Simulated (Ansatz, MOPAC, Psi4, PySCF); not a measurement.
Donor–acceptor adduct: BH3 (SMILES B) (first 4 atoms) with C2H6S (SMILES CSC); geometry from B3LYP-D3(BJ)/def2-TZVP, rigid monomers moved along the line of their centres of mass till B1···S6 is 1.77 Å.
(charge 0, multiplicity 1):
```xyz
13

B     -0.329     0.603     0.760
H      0.002    -0.221    -0.056
H     -1.495     0.904     0.706
H      0.433     1.529     0.890
C      1.518    -0.583     2.469
S     -0.255    -0.318     2.264
C     -0.532     0.956     3.512
H      1.721    -0.998     3.455
H      1.819    -1.292     1.701
H      2.043     0.358     2.322
H     -0.343     0.553     4.505
H     -1.573     1.257     3.427
H      0.112     1.810     3.305
```

Counterpoise-corrected where a basis set is named; no monomer relaxation. Rows marked so take none.

Frozen-core correlation. Rows in 6-31G* carry no dispersion term and start afresh at each structure (6-31G* with six Cartesian d functions). The state that PM3 reach isn't checked.

Codes used: Ansatz (a program for electronic structure) with Gaussian orbitals; MOPAC for PM3 (differences of heats of formation); Psi4 for SAPT; PySCF for 6-31G* rows, the dispersion terms. 

```
level                            interaction energy (meV)
-------------------------------  ------------------------
PM3                                               -2325.7
HF/6-31G* (no counterpoise)                        -520.0
HF/aug-cc-pV(D+d)Z                                 -576.2
PBE/def2-TZVPPD                                   -1597.7
BP86/6-31G* (no counterpoise)                     -1310.4
B3LYP-D3(BJ)/def2-TZVPPD                          -1400.5
M06-2X/6-31G* (no counterpoise)                   -1271.8
CCSD(T)/aug-cc-pV(D+d)Z                               ___
SAPT0/jun-cc-pV(D+d)Z                             -1627.8
```

Task: Some entries are withheld; supply them.

Result: 
- CCSD(T)/aug-cc-pV(D+d)Z, interaction energy (meV): -1049.0
